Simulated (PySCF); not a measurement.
**How methods differ on the excitation energy of Cu**

Cu [Ar] 3d10 4s1 (2S) → Cu [Ar] 3d9 4s1 5s1 (4D), as a difference of total energies. Calculation: PySCF 2.14, in aug-cc-pVDZ-DK (7s6p4d2f, 59 functions); the spin-free X2C one-electron Hamiltonian (Gaussian nucleus). Correlated levels: valence: [Ar] frozen. The calculations carry no spin-orbit coupling.

```
           method  excitation energy (cm⁻¹)
              UHF                     38290
    MP2 (valence)                     67007
SCS-MP2 (valence)                     63863
   CCSD (valence)                     58258
CCSD(T) (valence)                     60369
```

The promoted electron is Rydberg-like, and one or two diffuse shells describe it only roughly, which tends to raise the upper state.
